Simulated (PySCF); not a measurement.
Cartesian coordinates (Å):
```xyz
3

B     -0.0011     0.3389     0.0000
H     -1.0768    -0.1729     0.0000
H      1.0779    -0.1660     0.0000
```
Charge 0, spin multiplicity 2.

Problem. What is the computed highest occupied spin orbital, total energy and dipole moment (PySCF with PBE0-D3(BJ)/def2-TZVP)?

Solution. 
highest occupied spin orbital: -6.16 eV
total energy: -25.8949 Ha
dipole moment: 0.104 e·Å
